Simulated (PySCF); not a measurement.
## AsH₃: from structure and modes to constants

These are results of B3LYP/[As def2-TZVP, H def2-TZVP], no relativity, density fitting, PySCF, not measurements.

The singlet minimum has C3v symmetry. Masses (u): As 74.92160, H 1.00782.

```xyz
4
charge 0 multiplicity 1, angstrom
As    0.0000    0.0000   -0.0329
H     1.2673    0.0000    0.8159
H    -0.6337    1.0975    0.8159
H    -0.6337   -1.0975    0.8159
```

Harmonic wavenumbers (cm⁻¹): 934.3 (a1, ×1), 1018.5 (e, ×2), 2178.2 (a1, ×1), 2189.4 (e, ×2).

Q: What is the harmonic zero-point energy?

A: Half the sum of all 6 wavenumbers, 9528/2 = 4764 cm⁻¹, which is 57.0 kJ/mol (1 cm⁻¹ = 0.0119627 kJ/mol).

Q: Find the vibrational entropy and heat capacity at 298.15 K.

A: With u = 1.43878 ω/T, each mode gives S = R[u/(eᵘ−1) − ln(1−e⁻ᵘ)] and C = R u² eᵘ/(eᵘ−1)².
```json
{"ω (cm⁻¹)": "934.3", "u": "4.509", "S (J/(mol K))": "0.51", "C (J/(mol K))": "1.90"}
{"ω (cm⁻¹)": "1018.5 (×2)", "u": "4.915", "S (J/(mol K))": "0.36", "C (J/(mol K))": "1.50"}
{"ω (cm⁻¹)": "2178.2", "u": "10.511", "S (J/(mol K))": "0.00", "C (J/(mol K))": "0.03"}
{"ω (cm⁻¹)": "2189.4 (×2)", "u": "10.565", "S (J/(mol K))": "0.00", "C (J/(mol K))": "0.02"}
```
The sums over all modes are S = 1.2 and C = 5.0 J/(mol K); the softest mode gives 41 % of the entropy (each member, where degenerate).
